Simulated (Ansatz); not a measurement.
## One arrangement of a pair

The pair of F⁻ (SMILES [F-], atom 1) and SiH3Cl (SMILES [SiH3]Cl, atoms 2–6), both closed shells, in one local arrangement (a lower one may exist), relaxed at PBE0-D4/def2-TZVPD:

F1  (0.191, -0.466, -1.578)
Si2  (-0.006, 0.149, -0.013)
Cl3  (0.021, -1.970, 0.679)
H4  (1.267, 0.958, -0.145)
H5  (-0.181, 0.494, 1.476)
H6  (-1.293, 0.835, -0.418)
(Å)

Program: Ansatz 0.2.0. Basis: def2-TZVPPD, with def2-QZVPPD for the basis limit. Cores are frozen in the correlated methods. B3LYP uses VWN-RPA correlation. Extrapolation: Hartree–Fock as exp(−7.88 √X), correlation as X^−2.97. Interaction energies count from these two fragments, frozen as in the pair, with the counterpoise correction; negative means bound.

Q: What is the interaction energy by CCSD(T) at an estimated basis limit (MP2 extrapolated from triple and quadruple zeta, plus CCSD(T) − MP2 in triple zeta)? (Judge from chemistry; the value comes from the calculation.)

A: By the calculation: -86.75 kcal/mol. Hartree–Fock alone gives -90.10 kcal/mol at the basis limit. It counts from the two fragments frozen as in the pair.

The same quantity by other methods in triple zeta, and each one's difference from that estimate:
| method | E_int (kcal/mol) | difference |
| --- | --- | --- |
| PBE-D4 | -79.44 | 7.31 |
| revPBE-D4 | -77.82 | 8.93 |
| BLYP-D4 | -75.80 | 10.95 |
| r2SCAN-D4 | -86.76 | -0.01 |
| B97M-V | -88.43 | -1.68 |
| PBE0-D4 | -85.91 | 0.84 |
| B3LYP-D4 | -82.05 | 4.70 |
| HSE06-D4 | -85.86 | 0.89 |
| wB97X-V | -85.63 | 1.12 |
| wB97M-V | -86.15 | 0.60 |
| B2PLYP | -81.87 | 4.88 |
| HF | -89.08 | -2.33 |
| MP2 | -83.59 | 3.16 |
| CCSD | -84.28 | 2.47 |
| CCSD(T) | -83.16 | 3.59 |
Differences are method less estimate.

Q: Which atoms make the shortest contact between the fragments?

A: F1 and Si2, 1.69 Å apart.

Energy to bend the free fragments (PBE0-D4 minima) into their shapes in the pair, CCSD(T)/def2-TZVPPD: SiH3Cl 32.95 kcal/mol. This must be added to the interaction energy to get the binding energy from relaxed fragments.

Basis-set superposition shift (counterpoise-corrected less uncorrected): CCSD(T) 2.30; MP2 2.28; HF 0.16; PBE0-D4 0.21; wB97M-V 0.16 kcal/mol.

No T1 diagnostic of these runs exceeds 0.023.

For scale, one of the runs: CCSD(T)/def2-TZVPPD, 190 basis functions, launched by `ansatz run in.yaml --threads 2 --pin off --events-out ev --progress --plain --max-ram 5222MiB`. Time: 51 s of wall clock on 2 CPU threads of an Intel Xeon Platinum 8259CL; the host was shared. Peak host memory: 2 GiB.
